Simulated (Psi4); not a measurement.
aminoborane (H₄BN), singlet, geometry from GFN2-xTB; B3LYP/STO-3G in Psi4 1.11.

The Psi4 input:
```
memory 2 GB

molecule {
0 1
  B    -0.77307193    0.03810398   -0.00610888
  N     0.60276472   -0.02970970    0.00476310
  H    -1.38946287   -0.95786383   -0.02622734
  H    -1.28877919    1.08987185    0.00506365
  H     1.20319210    0.77796860    0.02194645
  H     1.12105659   -0.89252861   -0.00358004
}

set basis sto-3g

energy('b3lyp')
print_variables()
```

It wrote (shortened):

```
   => Loading Basis Set <=

    Name: STO-3G
    Role: ORBITAL
    Keyword: BASIS

         ---------------------------------------------------------
                                   SCF
               by Justin Turney, Rob Parrish, Andy Simmonett
                          and Daniel G. A. Smith
                              RKS Reference
         ---------------------------------------------------------

  ==> Geometry <==

    Molecular point group: c1
    Full point group: C1

    Geometry (in Angstrom), charge = 0, multiplicity = 1:

       Center              X                  Y                   Z               Mass
    ------------   -----------------  -----------------  -----------------  -----------------
         B           -0.758363416885     0.037379011087    -0.005992653255    11.009305360000
         N            0.617473233115    -0.030434668913     0.004879326745    14.003074004430
         H           -1.374754356885    -0.958588798913    -0.026111113255     1.007825032230
         H           -1.274070676885     1.089146881087     0.005179876745     1.007825032230
         H            1.217900613115     0.777243631087     0.022062676745     1.007825032230
         H            1.135765103115    -0.893253578913    -0.003463813255     1.007825032230

  Running in c1 symmetry.

  Rotational constants: A =      4.77750  B =      0.93432  C =      0.78149 [cm^-1]
  Rotational constants: A = 143225.89889  B =  28010.32712  C =  23428.47874 [MHz]
  Nuclear repulsion =   32.535521093440920

  Charge       = 0
  Multiplicity = 1
  Electrons    = 16
  Nalpha       = 8
  Nbeta        = 8

  ==> Algorithm <==

  SCF Algorithm Type is DF.
  DIIS enabled.
  MOM disabled.
  Fractional occupation disabled.
  Guess Type is SAD.
  Energy threshold   = 1.00e-06
  Density threshold  = 1.00e-06
  Integral threshold = 1.00e-12

  ==> Primary Basis <==

  Basis Set: STO-3G
    Blend: STO-3G
    Number of shells: 10
    Number of basis functions: 14
    Number of Cartesian functions: 14
    Spherical Harmonics?: true
    Max angular momentum: 1

  ==> DFT Potential <==

   => LibXC <=

    Version 7.1.2
    S. Lehtola, C. Steigemann, M. J. T. Oliveira, and M. A. L. Marques,  SoftwareX 7, 1–5 (2018) (10.1016/j.softx.2017.11.002)

   => Composite Functional: B3LYP <=

    B3LYP Hyb-GGA Exchange-Correlation Functional

    P. J. Stephens, F. J. Devlin, C. F. Chabalowski, and M. J. Frisch,  J. Phys. Chem. 98, 11623 (1994) (10.1021/j100096a001)

    Deriv               =              1
    GGA                 =           TRUE
    Meta                =          FALSE

    Exchange Hybrid     =           TRUE
    MP2 Hybrid          =          FALSE

   => Exchange Functionals <=

    0.0800   Slater exchange
    0.7200         Becke 88

   => Exact (HF) Exchange <=

    0.2000               HF

   => Correlation Functionals <=

    0.1900   Vosko, Wilk & Nusair (VWN5_RPA)
    0.8100   Lee, Yang & Parr

   => LibXC Density Thresholds  <==

    XC_HYB_GGA_XC_B3LYP:  1.00E-15

   => Molecular Quadrature <=

    Radial Scheme          =       TREUTLER
    Pruning Scheme         =           NONE
    Nuclear Scheme         =       TREUTLER

    Blocking Scheme        =         OCTREE
    BS radius alpha        =              1
    Pruning alpha          =              1
    Radial Points          =             75
    Spherical Points       =            302
    Total Points           =         129294
    Total Blocks           =           1028
    Max Points             =            255
    Max Functions          =             14
    Weights Tolerance      =       1.00E-15

   => Loading Basis Set <=

    Name: (STO-3G AUX)
    Role: JKFIT
    Keyword: DF_BASIS_SCF

  ==> Integral Setup <==

  SCF_SUBTYPE=INCORE selected. In-core MEM_DF algorithm will be used.
  Using in-core AOs.

  ==> MemDFJK: Density-Fitted J/K Matrices <==

    J tasked:                   Yes
    K tasked:                   Yes
    wK tasked:                   No
    Algorithm:                 Core
    Schwarz Cutoff:           1E-12
    Mask sparsity (%):       0.0000
    Fitting Condition:        1E-10

   => Auxiliary Basis Set <=

  Basis Set: (STO-3G AUX)
    Blend: DEF2-UNIVERSAL-JKFIT
    Number of shells: 74
    Number of basis functions: 224
    Number of Cartesian functions: 262
    Spherical Harmonics?: true
    Max angular momentum: 4

  Minimum eigenvalue in the overlap matrix is 2.1687302695E-01.
  Reciprocal condition number of the overlap matrix is 9.5561117881E-02.
    Using symmetric orthogonalization.

  ==> Pre-Iterations <==

  SCF Guess: Superposition of Atomic Densities via on-the-fly atomic UHF (no occupation information).

   -------------------------
    Irrep   Nso     Nmo
   -------------------------
     A         14      14
   -------------------------
    Total      14      14
   -------------------------

  ==> Iterations <==

                           Total Energy        Delta E     RMS |[F,P]|

   @DF-RKS iter SAD:   -79.86417940120266   -7.98642e+01   0.00000e+00
   @DF-RKS iter   1:   -80.98646055506049   -1.12228e+00   8.25801e-03 ADIIS/DIIS
   @DF-RKS iter   2:   -80.98937510593247   -2.91455e-03   7.63831e-03 ADIIS/DIIS
   @DF-RKS iter   3:   -80.99577166211162   -6.39656e-03   1.73611e-03 ADIIS/DIIS
   @DF-RKS iter   4:   -80.99617277200359   -4.01110e-04   1.06855e-04 ADIIS/DIIS
   @DF-RKS iter   5:   -80.99617419065179   -1.41865e-06   1.54011e-05 DIIS
   @DF-RKS iter   6:   -80.99617422923384   -3.85821e-08   3.00091e-07 DIIS
  Energy and wave function converged.

  ==> Post-Iterations <==

   Electrons on quadrature grid:
      Ntotal   =   16.0000068123 ; deviation = 6.812e-06

    Orbital Energies [Eh]
    ---------------------

    Doubly Occupied:

       1A    -14.155932     2A     -6.516776     3A     -0.831324
       4A     -0.477676     5A     -0.476397     6A     -0.339454
       7A     -0.269875     8A     -0.232247

    Virtual:

       9A      0.140871    10A      0.357053    11A      0.395215
      12A      0.520724    13A      0.634840    14A      0.659903

    Final Occupation by Irrep:
              A
    DOCC [     8 ]
    NA   [     8 ]
    NB   [     8 ]

  @DF-RKS Final Energy:   -80.99617422923384

   => Energetics <=

    Nuclear Repulsion Energy =             32.5355210934409200
    One-Electron Energy =                -173.1674137147543888
    Two-Electron Energy =                  69.7881721634223027
    DFT Exchange-Correlation Energy =     -10.1524537713426977
    Empirical Dispersion Energy =           0.0000000000000000
    VV10 Nonlocal Energy =                  0.0000000000000000
    Total Energy =                        -80.9961742292338442

Computation Completed

Properties will be evaluated at   0.000000,   0.000000,   0.000000 [a0]

Properties computed using the SCF density matrix

 Multipole Moments:

 ------------------------------------------------------------------------------------
     Multipole            Electronic (a.u.)      Nuclear  (a.u.)        Total (a.u.)
 ------------------------------------------------------------------------------------

 L = 1.  Multiply by 2.5417464519 to convert [e a0] to [Debye]
 Dipole X            :          0.4285177            0.4447210            0.8732387
 Dipole Y            :         -0.0211212           -0.0219199           -0.0430411
 Dipole Z            :          0.0033862            0.0035142            0.0069004
 Magnitude           :                                                    0.8743260

 ------------------------------------------------------------------------------------

  Variable Map:
  ----------------------------------------------------------------------------
  "CURRENT ENERGY"              =>     -80.996174229234
  "CURRENT REFERENCE ENERGY"    =>     -80.996174229234
  "DD SOLVATION ENERGY"         =>       0.000000000000
  "DFT FUNCTIONAL TOTAL ENERGY" =>     -80.996174229234
  "DFT TOTAL ENERGY"            =>     -80.996174229234
  "DFT VV10 ENERGY"             =>       0.000000000000
  "DFT XC ENERGY"               =>     -10.152453771343
  "GRID ELECTRONS ALPHA"        =>       8.000003406158
  "GRID ELECTRONS BETA"         =>       8.000003406158
  "GRID ELECTRONS TOTAL"        =>      16.000006812316
  "NUCLEAR REPULSION ENERGY"    =>      32.535521093441
  "ONE-ELECTRON ENERGY"         =>    -173.167413714754
  "PCM POLARIZATION ENERGY"     =>       0.000000000000
  "PE ENERGY"                   =>       0.000000000000
  "SCF ITERATION ENERGY"        =>     -80.996174229234
  "SCF ITERATIONS"              =>       6.000000000000
  "SCF TOTAL ENERGY"            =>     -80.996174229234
  "TWO-ELECTRON ENERGY"         =>      69.788172163422
  "XC GRID RADIAL POINTS"       =>      75.000000000000
  "XC GRID SPHERICAL POINTS"    =>     302.000000000000
  "XC GRID TOTAL POINTS"        =>  129294.000000000000

  Array Variable Map:
  ----------------------------------------------------------------------------
  "CURRENT DIPOLE"              =>       0.873238691269 ... 0.006900401607 1 by 3
  "SCF DIPOLE"                  =>       0.873238691269 ... 0.006900401607 1 by 3
  "SCF TOTAL ENERGIES"          =>     -79.864179401203 ... -80.996174229234 1 by 7
```
